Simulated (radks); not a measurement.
Task: These are the eigenvalues of the occupied orbitals of an atom or ion with whole-number occupations (eV). Calculated with a radial shooting solver on a logarithmic mesh with Libxc functionals: Dirac Kohn-Sham, BLYP, spin-unpolarised, spherical densities, point nucleus.

orbital  eigenvalue
1s1/2     -78324.88
2s1/2     -13751.08
2p1/2     -13178.39
2p3/2     -11448.66
3s1/2     -3231.556
3p1/2     -2974.862
3p3/2     -2594.637
3d3/2     -2167.812
3d5/2     -2085.870
4s1/2     -696.2485
4p1/2     -587.4216
4p3/2     -496.8286
4d3/2     -318.7722
4d5/2     -301.9321
5s1/2     -104.2256
4f5/2      -74.4706
4f7/2      -71.0157
5p1/2      -69.4361
5p3/2      -54.3417
5d3/2       -8.7654
5d5/2       -7.3513
6s1/2       -6.4535

Which element is it, and in what charge state? The configuration may be excited. Open shells, if any, are shared by 2j + 1.

Result: Z = 78, platinum, charge 0: Pt in [Xe] 4f14 5d8 6s2. The list shows which subshells hold electrons but not how many an open one holds; the 1s level, -2878.4 hartree, gives Z - s = 75.9 by -(Z - s)^2/2, which with screening and relativity narrows Z to a few neighbours, and the depths of the outer levels then fix element, charge and occupations together.
